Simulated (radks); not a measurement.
Results of a calculation; reference values are marked as such.
Isoelectronic series with 3 electrons, each ion in its NIST ground configuration. Code: a radial shooting solver on a logarithmic mesh with Libxc functionals. Model: non-relativistic Kohn-Sham, r2SCAN, spin-polarised, spherical densities, point nucleus; open shells are filled with parallel spins first (spin-orbit coupling, left out, can overturn this in heavy ions); meta-GGA in the generalised Kohn-Sham scheme. Total energies (hartree) and mean radii <r> (bohr):

| ion | configuration | E (hartree) | 2s up | 1s down | 1s up |
|---|---|---|---|---|---|
| Li | [He] 2s1 | -7.47986 | 3.806 | 0.5792 | 0.5766 |
| B2+ | [He] 2s1 | -23.42467 | 1.628 | 0.3272 | 0.3265 |
| N4+ | [He] 2s1 | -48.37362 | 1.050 | 0.2279 | 0.2275 |
| F6+ | [He] 2s1 | -82.32312 | 0.7765 | 0.1748 | 0.1746 |
| Al10+ | [He] 2s1 | -177.22236 | 0.5111 | 0.1192 | 0.1192 |
| P12+ | [He] 2s1 | -238.17199 | 0.4366 | 0.1029 | 0.1028 |
| Cl14+ | [He] 2s1 | -308.12161 | 0.3811 | 0.09047 | 0.09042 |
| K16+ | [He] 2s1 | -387.07122 | 0.3381 | 0.08073 | 0.08070 |
| Sc18+ | [He] 2s1 | -475.02082 | 0.3038 | 0.07288 | 0.07286 |
| V20+ | [He] 2s1 | -571.97042 | 0.2759 | 0.06643 | 0.06641 |
| Mn22+ | [He] 2s1 | -677.92000 | 0.2526 | 0.06102 | 0.06101 |
| Co24+ | [He] 2s1 | -792.86958 | 0.2330 | 0.05643 | 0.05642 |
| Cu26+ | [He] 2s1 | -916.81916 | 0.2162 | 0.05248 | 0.05247 |
| Ga28+ | [He] 2s1 | -1049.76873 | 0.2017 | 0.04905 | 0.04904 |
| As30+ | [He] 2s1 | -1191.71830 | 0.1890 | 0.04604 | 0.04603 |
| Br32+ | [He] 2s1 | -1342.66786 | 0.1778 | 0.04338 | 0.04337 |
| Rb34+ | [He] 2s1 | -1502.61742 | 0.1678 | 0.04101 | 0.04100 |
